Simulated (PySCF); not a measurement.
Isomers of C3H7Al, mass 70.036 u with the commonest isotopes. Method: PBE0-D3(BJ)/def2-SVP geometry optimisation, gas phase in PySCF 2.14.0. One conformer each, none proved a minimum here; rigid rotors.

Task: Order these by out-of-plane moment Σ m c² = (Ia + Ib − Ic)/2, smallest first.
A. `[CH2:1]=[CH:2][AlH:3][CH3:4]` with C1–C2–Al3–C4 0°
B. `[AlH2:1][CH:2]1[CH2:3][CH2:4]1` with H–Al1–C2–C3 34° and -145°
C. `[CH2:1]=[CH:2][CH2:3][AlH2:4]` with C1–C2–C3–Al4 -5°, C2–C3–Al4–H -84° and 97°

Result: A (1.57 u·Å²), C (5.37 u·Å²), B (14.27 u·Å²).

Task: Order these by rotational constant B, largest first.
A. `[CH2:1]=[CH:2][CH2:3][AlH2:4]` with C1–C2–C3–Al4 -5°, C2–C3–Al4–H -84° and 97°
B. `[AlH2:1][CH:2]1[CH2:3][CH2:4]1` with H–Al1–C2–C3 34° and -145°
C. `C=[C](C)[AlH2]`
D. `[CH2:1]=[CH:2][AlH:3][CH3:4]` with C1–C2–Al3–C4 0°

Result: C (4169 MHz), A (3772 MHz), D (3601 MHz), B (3446 MHz).

Task: Order these by radius of gyration √(Σ m r²/M), largest first.
A. `C=[C](C)[AlH2]`
B. `[CH2:1]=[CH:2][AlH:3][CH3:4]` with C1–C2–Al3–C4 0°
C. `[AlH2:1][CH:2]1[CH2:3][CH2:4]1` with H–Al1–C2–C3 34° and -145°

Result: B (1.639 Å), A (1.583 Å), C (1.541 Å).

```csv
SMILES,point group,Ia (u·Å²),Ib (u·Å²),Ic (u·Å²),κ,μa (D),μb (D),μc (D)
C=[CH][AlH][CH3],Cs,49.32,140.34,186.52,-0.76,0.34,0.80,0.00
C=[C](C)[AlH2],Cs,55.73,121.22,173.83,-0.59,0.84,0.08,0.00
C=C[CH2][AlH2],near Cs,46.00,133.98,169.24,-0.80,0.56,0.90,0.01
[AlH2][CH]1CC1,Cs,33.88,146.65,151.98,-0.98,0.87,0.00,0.36
```
